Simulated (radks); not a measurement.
Q: All-electron atom: the tantalum ion Ta+ in [Xe] 4f14 5d3 6s1. All-electron calculation, Dirac Kohn-Sham, PBE, spin-unpolarised, spherical densities, finite nucleus; open shells fill j = l - 1/2 first; Fermi nuclear charge, rms radius 5.3507 fm. Program: a radial shooting solver on a logarithmic mesh with Libxc functionals.

Spin-orbit splittings of the eigenvalues, e(l+1/2) - e(l-1/2), with zeta = 2 splitting/(2l+1) and mean radii in bohr:

| shell | occ. | splitting (eV) | zeta (eV) | <r> j=l-1/2 | <r> j=l+1/2 |
|---|---|---|---|---|---|
| 2p | 6 | 1270 | 846.8 | 0.06487 | 0.07271 |
| 3p | 6 | 273.4 | 182.3 | 0.1943 | 0.2088 |
| 3d | 10 | 59.56 | 23.82 | 0.1829 | 0.1874 |
| 4p | 6 | 62.96 | 41.97 | 0.4644 | 0.4975 |
| 4d | 10 | 11.57 | 4.627 | 0.5165 | 0.5279 |
| 4f | 14 | ? | ? | 0.6342 | 0.6452 |
| 5p | 6 | 8.718 | 5.812 | 1.222 | 1.329 |
| 5d | 3 | 0.6292 | 0.2517 | 2.074 | 2.153 |

Estimate the 4f splitting.

A: 1.981 eV (zeta = 0.5661 eV).
